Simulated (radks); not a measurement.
Neutral zirconium inside a hard spherical wall (all orbitals vanish at R), configuration held at [Kr] 4d2 5s2 and not refilled when levels cross. All-electron calculation, scalar-relativistic Kohn-Sham, r2SCAN, spin-polarised, spherical densities, finite nucleus; open shells are filled with parallel spins first (spin-orbit coupling, left out, can overturn this in heavy ions); meta-GGA in the generalised Kohn-Sham scheme; Fermi nuclear charge, rms radius 4.2694 fm. Program: a radial shooting solver on a logarithmic mesh with Libxc functionals. Eigenvalues in eV for spin up, with the zero of energy where the potential of the charges vanishes at infinity; a dash marks a level that is unbound or too diffuse for the functional's potential to be trusted. A positive occupied level is held by the wall or, in an anion where self-interaction has pushed it up, behind a barrier. The pressure on the wall is -dE/dV.

R (bohr),E (hartree),kinetic (hartree),e(4s),e(4p),e(5s),e(4d),"e(5p, empty)","e(6s, empty)",pressure (GPa)
free,-3599.06041,3700.687,-56.661,-34.055,-4.865,-4.169,-1.481,-,0
12,-3599.06025,3700.689,-56.646,-34.040,-4.853,-4.154,-1.442,1.396,0.00277
10,-3599.05904,3700.700,-56.565,-33.960,-4.792,-4.083,-1.310,2.686,0.0345
7,-3599.02838,3700.886,-55.583,-32.995,-3.959,-3.237,0.122,9.625,1.59
4,-3598.24159,3703.831,-48.059,-25.843,8.061,4.073,16.865,59.197,145
2.5,-3591.97528,3724.794,-26.481,-3.476,75.199,32.874,94.658,233.43,4670
2,-3580.73652,3758.234,-0.097,26.191,168.50,70.247,194.17,433.03,22200
